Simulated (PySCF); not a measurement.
## SiBH3ClO4F

SiBH3ClO4F is a molecule drawn to mimic a surface site (built as: Si site whose three back bonds go to F, Cl, OB(OH)2; end group OH), neutral, singlet. The structure, one conformer, was relaxed in the gas phase by PBE0-D3(BJ)/def2-SVP. No frequency run checks that it is a minimum.

SMILES: OB(O)O[Si](O)(F)Cl

Coordinates in Å:
```
Si1     0.384   -0.841   -1.317
F2      1.943   -1.042   -1.642
Cl3    -0.575   -2.504   -1.982
O4      0.242   -0.757    0.326
B5     -0.125    0.292    1.122
O6     -0.430    1.494    0.533
O7     -0.196    0.170    2.469
O8     -0.201    0.496   -2.035
H9     -0.681    2.168    1.172
H10     0.044   -0.715    2.763
H11    -0.374    1.209   -1.398
```

Shieldings: GIAO PBE0/pcSseg-1. Shifts are against computed references at the same level: H TMS (σ 31.27 ppm), Si TMS (σ 352.0 ppm). Core levels by delta-SCF with SCAN, pcX-2 on the ionised atom and pcseg-1 elsewhere, spin-free X2C (2p3/2 is the spin-free 2p value less a third of a first-order spin-orbit splitting); from the vacuum level, for chosen atoms.

Give the NMR and core-level values of the distinct atoms.


```
atoms         bonded to  σ (ppm)  δ (ppm)  core level (eV)
  Si1  1 Cl + 1 F + 2 O    406.8    -54.8     2p3/2 109.78
   F2              1 Si    294.5        -        1s 692.88
  Cl3              1 Si    911.0        -     2p3/2 206.56
   O4        1 B + 1 Si    216.6        -        1s 539.28
   B5               3 O     83.4        -                -
   O6         1 B + 1 H    252.2        -                -
   O7         1 B + 1 H    244.0        -                -
   O8        1 Si + 1 H    263.2        -        1s 539.12
   H9               1 O    27.89     3.38                -
  H10               1 O    27.86     3.41                -
  H11               1 O    26.40     4.86                -
```

Values are those of this one static structure; atoms that internal rotation interchanges would show their mean in an NMR spectrum.

By CAM-B3LYP/def2-SVPD (TDDFT singlets, Tamm-Dancoff triplets), where does absorption start?

The lowest singlet lies at 8.37 eV (f 0.014), the strongest of the first 6 at 9.16 eV (f 0.070), the lowest triplet at 8.05 eV.

The 3 runs behind this took 4.2 min in all, one thread each of Intel Xeon 6975P-C on a shared host, launched as `OMP_NUM_THREADS=1 python cluster_run.py task.json out`.
